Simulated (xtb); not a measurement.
CF, SMILES F[C] (connectivity only; charge and spin as stated), charge +1, multiplicity 1. All values are semi-empirical tight-binding results from xtb (GFN2-xTB unless named), good for trends rather than for accurate numbers. Coordinates come from a GFN2-xTB optimisation.

```yaml
point_group_as_xtb_finds_it: C∞v
orbital_gap: 3.53 eV
static polarisability (D4 model): 11.0 bohr³
solvation energy, GFN2-xTB/ALPB(water): -81.3 kcal/mol
solvation energy, GFN2-xTB/ALPB(thf): -64.9 kcal/mol
```

Computed IR lines (harmonic; lines under 4 % of the strongest left out, lines within 3 cm⁻¹ merged):
ν (cm⁻¹): 2020 (vs) (against the strongest line: vs over 80 %, s over 45 %, m over 15 %, w over 4 %, vw less)
